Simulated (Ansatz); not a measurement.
**Predicting a hybrid from its neighbours: TlF**

TlF has 2 atoms, charge 0, and is taken as a singlet. SMILES: `[F][Tl]`. The bond length is the measured one.

The HOMO–LUMO gap y, in eV, basis def2-TZVPPD with a core potential; a is the functional's share of exact exchange. Programs: Ansatz 0.2.0.

| functional | program | a | y (eV) |
| --- | --- | --- | --- |
| r2SCAN | Ansatz | 0 | 5.06 |
| PBE | Ansatz | 0 | 4.46 |
| B3LYP | Ansatz | 0.2 | 5.93 |
| r2SCAN0 | Ansatz | 0.25 | 6.83 |
| PBE0 | Ansatz | 0.25 | ? |
| BHLYP | Ansatz | 0.5 | 8.08 |

Problem. Fit y = c + s·a to the known rows and predict PBE0.

Solution. 
1. Means of the 5 rows: a = 0.1900, y = 6.072.
2. Σ(Δa)² = 0.172, Σ(Δa·Δy) = 1.1651, so the slope is 1.1651/0.172 = 6.7738.
3. Intercept: 6.072 − (6.7738) × 0.1900 = 4.785. The largest residual of the fit is 0.35.
4. PBE0: 4.785 + (6.7738) × 0.25 = 6.48 eV.

The run gave 6.38 eV, so the prediction is off by +0.10 eV, within the scatter of the fit. Exact exchange lowers occupied levels and raises empty ones. The rows mix families of semi-local functionals, which the line can't see.
